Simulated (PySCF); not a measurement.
# A small calculation by hand: chemical shift, span and skew from a shielding tensor

Si(OMe)(NH2) (CH5NOSi), SMILES [Si](OC)N (connectivity only; charge and spin as stated), neutral, multiplicity 1. Atoms are numbered in the order given.

```xyz
9

Si     0.7073    -0.8246     0.0000
O      0.6347     0.8541     0.0000
C     -0.4662     1.7274     0.0000
H     -1.1031     1.5894    -0.8944
H     -0.1042     2.7679     0.0000
H     -1.1031     1.5894     0.8944
N     -0.9757    -1.2487     0.0000
H     -1.7861    -0.6329     0.0000
H     -1.2570    -2.2258     0.0000
```
Charge 0, spin multiplicity 1.

Geometry optimised at B3LYP-D3(BJ)/def2-SVP. The values are those of a single conformer.

GIAO shieldings from KT2/pcSseg-1 in PySCF, non-relativistic, no solvent. The symmetric part of the tensor of N7 has the principal values 4.0, 203.6, 229.5 ppm. The same nucleus in NH3 has σ = 266.2 ppm at this level (PySCF, at its B3LYP-D3(BJ)/def2-TZVP geometry).

### Question
Work out the isotropic shielding, the ¹⁵N shift against NH3, the span and the skew.

### Answer

σ(iso) = (σ11 + σ22 + σ33)/3 = 145.7 ppm. δ = σ(ref) − σ(iso) = 266.2 − (145.7) = 120.5 ppm.
Span Ω = σ33 − σ11 = 225.5 ppm. Skew κ = 3(σ(iso) − σ22)/Ω = -0.77. Tumbling in solution averages the tensor to δ; in a static solid the shielding alone would spread this spin-1/2 line over Ω.
